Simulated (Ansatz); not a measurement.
Basis-set series for C2H9InOSi (`[CH3][In]([CH3])[O][SiH3]`). The species carries charge 0 and has multiplicity 1. In takes the def2 core potential. The geometry is a stationary point of PBE0-D4/def2-TZVP. It is one conformer, not always the lowest.

```csv
functional,basis,functions,energy (Eh),HOMO (eV),LUMO (eV)
PBE0-D4,def2-TZVPP,311,-636.30608,-7.52,-1.02
PBE0-D4,def2-QZVPP,593,-636.32777,-7.54,-1.03
ωB97M-V,def2-TZVPP,311,-636.45179,-9.74,0.32
ωB97M-V,def2-QZVPP,593,-636.47221,-9.75,0.24
```

Problem. Give the rows for def2-SVP. (Estimate.)

Solution. Computed: 
```csv
functional,basis,functions,energy (Eh),HOMO (eV),LUMO (eV)
PBE0-D4,def2-SVP,131,-636.00325,-7.44,-0.94
ωB97M-V,def2-SVP,131,-636.13920,-9.64,0.57
```

Positive LUMOs are unbound and depend on the basis.
